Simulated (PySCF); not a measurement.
## Dipole response of Ag (silver, neutral)

[Kr] 4d9 5s2, 2D determinant (an excited configuration). All numbers are calculated (PySCF 2.14, the spin-free X2C one-electron Hamiltonian (Gaussian nucleus), in x2c-TZVPPall with one added diffuse shell each of s, p, d, f type (9s7p7d3f1g, 95 functions)). Coupled (time-dependent) response in atomic units; α is the mean over directions.

```
method  mean α (bohr³)         α xx, yy, zz  C₆ (like pair)  S(−4)
   UHF           68.85  69.71, 69.71, 67.14           690.5   2412
   PBE           50.92  51.46, 51.46, 49.85           473.5   1217
  PBE0           54.02  54.67, 54.67, 52.73           508.6   1385
```

S(−4) is the Cauchy moment in α(ω) = α(0) + S(−4) ω² + …

Spin-orbit coupling is absent.

α(iu) at PBE:

| u (hartree) | α(iu) (bohr³) |
| --- | --- |
| 0 | 50.92 |
| 0.0500 | 48.08 |
| 0.100 | 41.46 |
| 0.200 | 28.03 |
| 0.300 | 19.53 |
| 0.500 | 11.49 |
| 0.750 | 7.385 |
| 1.00 | 5.348 |
| 1.50 | 3.308 |
| 2.00 | 2.293 |
| 3.00 | 1.302 |
| 5.00 | 0.5816 |

A single London oscillator, α(iu) = α/(1 + u²/ω²), gives C₆ = (3/4) ω α². Matching the computed C₆ needs ω = 4 × 473.5 / (3 × 50.92²) = 0.243 hartree.

The components differ because the open shell of this determinant is not spherical; for a pure term their mean is the scalar polarisability.
